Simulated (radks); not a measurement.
Species: the osmium ion Os+. Configuration: [Xe] 4f14 5d6 6s1. Method: Dirac Kohn-Sham, BLYP, spin-unpolarised, spherical densities, finite nucleus; open shells are shared between the two j in proportion to 2j + 1; Fermi nuclear charge, rms radius 5.4126 fm; computed with a radial shooting solver on a logarithmic mesh with Libxc functionals.

Normalised radial functions P(r) = r R(r) (large component), r in bohr:

r            6s1/2
0.0007673   0.0194
0.0008933   0.0217
0.00104     0.0244
0.001211    0.0272
0.001409    0.0304
0.001628    0.0336
0.001895    0.0372
0.002206    0.0410
0.002568    0.0450
0.00299     0.0491
0.003481    0.0532
0.004052    0.0571
0.004717    0.0607
0.005491    0.0636
0.006393    0.0656
0.007383    0.0663
0.008595    0.0654
0.01001     0.0622
0.01165     0.0562
0.01356     0.0470
0.01579     0.0341
0.01838     0.0175
0.0214     -0.0027
0.02491    -0.0257
0.029      -0.0499
0.03376    -0.0730
0.03899    -0.0909
0.04539    -0.1019
0.05284    -0.1008
0.06151    -0.0842
0.07161    -0.0508
0.08336    -0.0026
0.09705     0.0537
0.113       0.1066
0.1315      0.1415
0.1531      0.1438
0.1768      0.1081
0.2059      0.0325
0.2397     -0.0657
0.279      -0.1575
0.3248     -0.2088
0.3781     -0.1939
0.4402     -0.1067
0.5124      0.0329
0.5966      0.1842
0.6945      0.2985
0.8085      0.3354
0.9337      0.2807
1.087       0.1346
1.265      -0.0724
1.473      -0.2966
1.715      -0.4937
1.997      -0.6300
2.324      -0.6879
2.706      -0.6672
3.15       -0.5827
3.667      -0.4598
4.235      -0.3333
4.93       -0.2121
5.74       -0.1184
6.682      -0.0571
7.779      -0.0234
9.056      -0.0080

6s1/2: eigenvalue -13.140 eV, 5 radial nodes at r = 0.0210, 0.0840, 0.217, 0.496, 1.20 bohr, <r> = 2.79 bohr, 90 % of the charge inside 4.09 bohr.
